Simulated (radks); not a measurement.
All-electron atom: Er66+ in [He]. All-electron calculation, scalar-relativistic Kohn-Sham, r2SCAN, spin-polarised, spherical densities, finite nucleus; meta-GGA in the generalised Kohn-Sham scheme; Fermi nuclear charge, rms radius 5.2516 fm. Program: a radial shooting solver on a logarithmic mesh with Libxc functionals.

Unscreened Slater integrals over Kohn-Sham orbitals (cm^-1). They are taken over the spin-up orbitals. Empty in this configuration: 2s.

| integral | value |
|---|---|
| F0(1s,1s) | 1.0269e+07 |
| F0(1s,2s) | 3431500 |
| G0(1s,2s) | 366160 |
| F0(2s,2s) | 2426100 |
